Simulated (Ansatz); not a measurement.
H₄F₃NSi₂, singlet, geometry from GFN2-xTB, atoms displaced at random by about 0.08 Å a coordinate; HF/6-31G, gradient (Ansatz, a first-principles code).

Input for Ansatz:
Ansatz 0.2 input:
```yaml
crystal:
  periodic: [false, false, false]
  atoms:
    - {symbol: Si, position_ang: [0.72946324, 0.22179551, 0.01204807]}
    - {symbol: F, position_ang: [1.25338037, -0.53799811, 1.38928998]}
    - {symbol: F, position_ang: [0.91204806, 1.78884006, 0.45894614]}
    - {symbol: F, position_ang: [1.82493042, -0.20631119, -1.06901901]}
    - {symbol: Si, position_ang: [-1.44449302, -0.51879904, -0.67587814]}
    - {symbol: N, position_ang: [-2.72138518, -0.23696592, 0.30733695]}
    - {symbol: H, position_ang: [-1.57382929, 0.25876266, -2.07702340]}
    - {symbol: H, position_ang: [-1.26022536, -2.04035271, -1.04368351]}
    - {symbol: H, position_ang: [-2.72366003, -0.72029067, 1.23119368]}
    - {symbol: H, position_ang: [-3.10175472, 0.68124824, 0.29732478]}
basis:
  gaussian:
    orbitals: 6-31G
hamiltonian:
  xc: hf
output: {forces: true}
```

It wrote (shortened):

```
Functional definition: HF
765 factors; integrals over basis functions are off by at most 2.4e-4 eV
mean field evaluation 1: about -25381.1870 eV, gradient 4.6e1 eV
mean field evaluation 2: about -25381.1958 eV, gradient 4.6e1 eV
mean field evaluation 4: about -25385.5068 eV, gradient 2.2e0 eV
mean field evaluation 8: about -25385.5332 eV, gradient 1.9e-1 eV
mean field -25385.53336369 eV, -932.9011441831 hartree, gradient 6.2e-5 eV, S^2 0.000000; 0 other end points of the search recorded, 0 dependent functions left out
the calculation of the forces begins
reference -25385.53336369 eV, -932.9011441831 hartree; 33, 33 occupied and 37, 37 virtual orbitals, 765 factors
Total energy: -25385.53336369 eV, -932.9011441831 hartree
Atom 0 at     0.729463     0.221796     0.012048 Å, force    -2.056996    -0.622768     1.857223 eV/Å
Atom 1 at     1.253380    -0.537998     1.389290 Å, force     0.022263    -0.245030     0.284410 eV/Å
Atom 2 at     0.912048     1.788840     0.458946 Å, force     0.098443     0.787149    -0.250498 eV/Å
Atom 3 at     1.824930    -0.206311    -1.069019 Å, force     1.665413    -0.237985    -1.749569 eV/Å
Atom 4 at    -1.444493    -0.518799    -0.675878 Å, force     3.658862    -1.433431    -5.419218 eV/Å
Atom 5 at    -2.721385    -0.236966     0.307337 Å, force    -1.739256     0.207285     4.474817 eV/Å
Atom 6 at    -1.573829     0.258763    -2.077023 Å, force    -0.047359    -0.779757     1.587740 eV/Å
Atom 7 at    -1.260225    -2.040353    -1.043684 Å, force    -0.047586     1.389690     0.535472 eV/Å
Atom 8 at    -2.723660    -0.720291     1.231194 Å, force    -0.791574     1.081904    -1.723891 eV/Å
Atom 9 at    -3.101755     0.681248     0.297325 Å, force    -0.762209    -0.147059     0.403514 eV/Å
Dipole moment:    -0.966616    -0.032251    -0.043581 e Å
```
